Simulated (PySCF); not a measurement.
CH7Cl2Ga2N.
SMILES with atom numbers: `[CH3:1][NH:2][GaH-:3]1[Cl+:4][GaH2-:5][Cl+:6]1` (hydrogens: H7, H8, H9 on C1; H10 on N2; H11 on Ga3; H12, H13 on Ga5)

Computed with TDDFT B3LYP/def2-SVPD, vertical, gas phase, core orbitals frozen in the response in PySCF. Isolated species at its PBE0-D3(BJ)/def2-SVP geometry (one conformer only). Relativistic effects, spin–orbit coupling among them, are left out although an element past zinc is present. Torsions of this conformer, `[CH3:1][NH:2][GaH-:3]1[Cl+:4][GaH2-:5][Cl+:6]1`: C1–N2–Ga3–Cl4 99°.

Orbital energies (eV): HOMO-3 -9.24, HOMO-2 -9.07, HOMO-1 -8.31, HOMO -6.53, LUMO -0.96, LUMO+1 -0.68, LUMO+2 -0.30.

Lowest singlets, with some entries withheld (?).

```csv
state,ν̃ (cm⁻¹),f,"main configurations (H = HOMO, L = LUMO)"
S1,39680,0.018,"H→L (69%), H→L+1 (26%)"
S2,41220,0.061,"H→L+1 (66%), H→L (29%)"
S3,43260,0.019,H→L+2 (84%)
S4,?,?,?
S5,47870,0.0032,"H→L+4 (58%), H→L+3 (37%)"
S6,?,?,?
S7,51350,0.0020,H-1→L (92%)
S8,53930,0.0003,"H→L+6 (66%), H-1→L+1 (19%), H→L+7 (11%)"
S9,54010,0.0074,"H-1→L+1 (78%), H→L+6 (16%)"
S10,55980,0.0008,"H→L+8 (50%), H→L+7 (24%), H→L+9 (15%)"
```

Task: Fill in the withheld entries.

Result: 
- S4: ν̃ = 46300 cm⁻¹; f = 0.0012; H→L+3 (54%), H→L+4 (31%), H→L+2 (8%)
- S6: ν̃ = 51070 cm⁻¹; f = 0.017; H→L+5 (89%)

Task: How far apart are S3 and S8, in eV and cm⁻¹?

Result: 6.686 − 5.364 = 1.322 eV, or about 10660 cm⁻¹.

Task: What is the mean static polarisability from the same response equations?

Result: 109.0 au (16.15 Å³), with principal values 97.1, 98.6 and 131.3 au.

Task: What is the vertical ionisation energy by ΔSCF at this level?

Result: 8.72 eV; −ε(HOMO) is 6.53 eV.
